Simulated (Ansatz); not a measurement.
Relaxation of C2H6BNa (10 atoms, charge 0, multiplicity 1), to a largest force component of 0.02 eV/Å in at most 50 steps.

These are results of RKS r2SCAN-D4/def2-SVP (Ansatz), not measurements.

```xyz
10
Properties=species:S:1:pos:R:3
C -0.429 1.166 -0.457
B -0.410 -0.424 -0.318
C 0.744 -0.846 0.701
Na -1.837 -1.878 -1.425
H 0.546 1.525 -0.796
H -0.593 1.624 0.522
H -1.174 1.592 -1.133
H 0.867 -1.915 0.885
H 0.575 -0.374 1.672
H 1.710 -0.472 0.350
```

Q: Where does it end, and by what steps?

A: The run converged. The force dipped under the threshold on the way, but the program's further checks kept it going. After 21 steps the energy has fallen by 0.190 eV; Na4 moved furthest, 0.56 Å.

```
step  energy less start (eV)  largest force component (eV/Å)  accepted
   0                  0.0000                           1.077       yes
   1                 -0.1520                           0.365       yes
   2                 -0.1597                           0.099       yes
   3                 -0.1608                           0.039       yes
   4                 -0.1609                           0.006       yes
   5                 -0.1609                           0.006       yes
   6                 -0.1601                           0.362        no
   7                 -0.1614                           0.086       yes
   8                 -0.1613                           0.367        no
   9                 -0.1628                           0.078       yes
  10                 -0.1652                           0.090       yes
  11                 -0.1687                           0.165       yes
  12                 -0.1711                           0.311       yes
  13                 -0.1827                           0.126       yes
  14                 -0.1864                           0.072       yes
  15                 -0.1852                           0.264        no
  16                 -0.1884                           0.027       yes
  17                 -0.1888                           0.089       yes
  18                 -0.1892                           0.028       yes
  19                 -0.1895                           0.004       yes
  20                 -0.1896                           0.036       yes
  21                 -0.1897                           0.016       yes
```

```xyz
10
Properties=species:S:1:pos:R:3
C -0.367 1.207 -0.545
B -0.326 -0.345 -0.267
C 0.846 -0.871 0.646
Na -2.229 -1.891 -1.031
H 0.620 1.713 -0.509
H -0.955 1.607 0.311
H -0.910 1.535 -1.445
H 1.106 -1.937 0.557
H 0.442 -0.755 1.676
H 1.774 -0.264 0.606
```

Run time: 65 s on 2 threads of Arm Neoverse V2, on a shared host, peak memory 0.15 GiB.
